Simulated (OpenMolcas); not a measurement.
# Mg+: effect of the IPEA shift

```yaml
Program: OpenMolcas
Basis: ANO-RCC-VQZP [6s5p3d2f1g]
Scalar_Hamiltonian: DKH2, point nucleus
Active_space: 1 electron in 4 orbitals (3s 3p)
State_averaging: 2S+1 = 2 even, 1 root; 2S+1 = 2 odd, 3 roots
Spin-orbit_coupling: RASSI with atomic mean-field integrals over the reference wave functions, term energies averaged over their components
```

Methods on the same reference wave functions:
A. CASSCF
B. SS-CASPT2, IPEA 0 Eh, imaginary shift 0.1 Eh (closed shells correlated: 2s 2p)
C. SS-CASPT2, IPEA 0.25 Eh, imaginary shift 0.1 Eh (closed shells correlated: 2s 2p)

Energies in cm-1 above 3s 2S 1/2, the measured ground level; measured values from NIST Handbook of Basic Atomic Spectroscopic Data.

```
     Level      A      B      C  Measured
 3s 2S 1/2    0.0    0.0    0.0       0.0
3p 2P* 1/2  34585  35565  35545     35669
3p 2P* 3/2  34656  35636  35616     35761
```

Deviations, from unrounded energies. A percentage is the sum of absolute deviations over the sum of measured energies, with the sign that they share, or ± where signs differ.

| Against measurement | Levels | A | B | C |
| --- | --- | --- | --- | --- |
| mean absolute deviation (cm-1) | 2 | 1100 | 110 | 130 |
| other configurations (%) | 2 | -3.1 | -0.3 | -0.4 |

B lies closest to measurement on these levels and A furthest from it. The largest miss of B in the table is 3p 2P* 3/2, by -120 cm-1. The ranking rests on the paired levels alone, and a cruder setting can come out closer through cancelling errors.

Between B and C the level of the table that moves most is 3p 2P* 1/2, by 20 cm-1 (lowest in C, highest in B).

The lowest spin-free term lies below A's lowest term by 0.277 hartree in B, 0.277 hartree in C.

ANO sets are built for ground and valence states and can reach diffuse excited orbitals poorly. With one active electron the reference holds no correlation, so core polarisation is missing (holds for A). With one active electron, CASPT2 adds the correlation within the correlated inactive shells and between them and that electron, and leaves the splitting within a term as the reference gives it (holds for B; C). Computed and measured levels are paired by configuration, term and J; levels that our copy of the source lacks, or whose pairing is in doubt (as where it misses far off the trend of its configuration), stay unpaired and out of the deviations. Only configurations of the active space appear.

* marks odd parity.
